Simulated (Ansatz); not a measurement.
The same ligand exchange along the group F, Cl, Br.

Computed with Ansatz on PBE0-D4/def2-TZVP structures; ΔE is electronic, products minus reactants. CCSD(T)/CBS is the MP2 limit (def2-TZVPP, def2-QZVPP) plus CCSD(T) − MP2 in def2-TZVPP, frozen cores. This one scheme is used for every species. Functionals use def2-TZVPP. B3LYP here is the variant with VWN-RPA as its local correlation; programs differ in this. For Br outer-core shells are correlated without core-valence functions, which leaves a few kJ/mol of doubt a bond. Scalar relativity is left out up to krypton. One conformer a species, not always the lowest.

| reaction | HF/CBS(def2) (eV) | r2SCAN-D4 (eV) | B3LYP-D4 (eV) |
| --- | --- | --- | --- |
| `OB(O)F` + `CCS` → `CCSB(O)O` + H–F | 1.17 | 0.82 | 0.85 |
| `OB(O)Cl` + `CCS` → `CCSB(O)O` + HCl | 0.38 | 0.22 | 0.23 |
| `OB(O)Br` + `CCS` → `CCSB(O)O` + HBr | 0.24 | 0.11 | 0.11 |

Problem. Give the CCSD(T)/CBS values in the same order. (Best estimate.)

Solution. Ansatz gave: 0.76, 0.20, 0.13 eV.

Largest T1 diagnostic: 0.012, for `OB(O)F`.
